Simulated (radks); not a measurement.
The strontium ion Sr22+, 16 electrons, occupied as [Ne] 3s2 3p4. Method: Dirac Kohn-Sham, relativistic LDA (MacDonald-Vosko exchange, VWN5 correlation), spin-unpolarised, spherical densities, finite nucleus; open shells fill j = l - 1/2 first; Fermi nuclear charge, rms radius 4.224 fm; computed with a radial shooting solver on a logarithmic mesh with Libxc functionals.

Spin-orbit splittings of the eigenvalues, e(l+1/2) - e(l-1/2), with zeta = 2 splitting/(2l+1) and mean radii in bohr:

| shell | occ. | splitting (eV) | zeta (eV) | <r> j=l-1/2 | <r> j=l+1/2 |
|---|---|---|---|---|---|
| 2p | 6 | 69.06 | 46.04 | 0.1461 | 0.1502 |
| 3p | 4 | ? | ? | 0.4177 | 0.4242 |
| 3d | 0 | 3.279 | 1.311 | 0.3786 | 0.3805 |

Estimate the 3p splitting.

Answer. 15.27 eV (zeta = 10.18 eV).
